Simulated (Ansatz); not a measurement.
Species: Sb2 (charge +1, doublet). 
Coordinates optimised at B3LYP-D3(BJ)/def2-TZVP (Ansatz, an electronic-structure program):
```xyz
2

Sb     0.0000     0.0000    -1.2967
Sb     0.0000     0.0000     1.2967
```
Charge +1, spin multiplicity 2.

Basis-set convergence of Hartree-Fock and CCSD(T) correlation energies (hartree) with Ansatz. Valence correlation only, unless marked. Open shells are spin-unrestricted. Spin-orbit coupling is left out. The frozen core is the preceding noble-gas configuration, with the filled d and f shells of earlier blocks. Past Kr the def2 sets carry scalar-relativistic core potentials.

The UHF reference is spin-contaminated (<S^2> 0.71 over the pure value in the largest basis). The T1 diagnostic of CCSD in the largest basis is 0.095, which is high, so the coupled-cluster rows are less sure than usual.

```csv
basis,functions,E(HF),"E(corr, CCSD(T))"
def2-SVPD,64,-478.27046,-0.16460
def2-TZVPPD,112,-478.28285,-0.19814
def2-QZVPPD,176,-478.28531,-0.21136
```

Extrapolating the two largest sets (X = 3 and 4) as X^-3: E(corr) = (64·(-0.21136) - 27·(-0.19814))/37 = -0.2210 Eh, an estimate of the basis-set limit. The largest set recovers 95.6 % of it, the smallest 74.5 %.
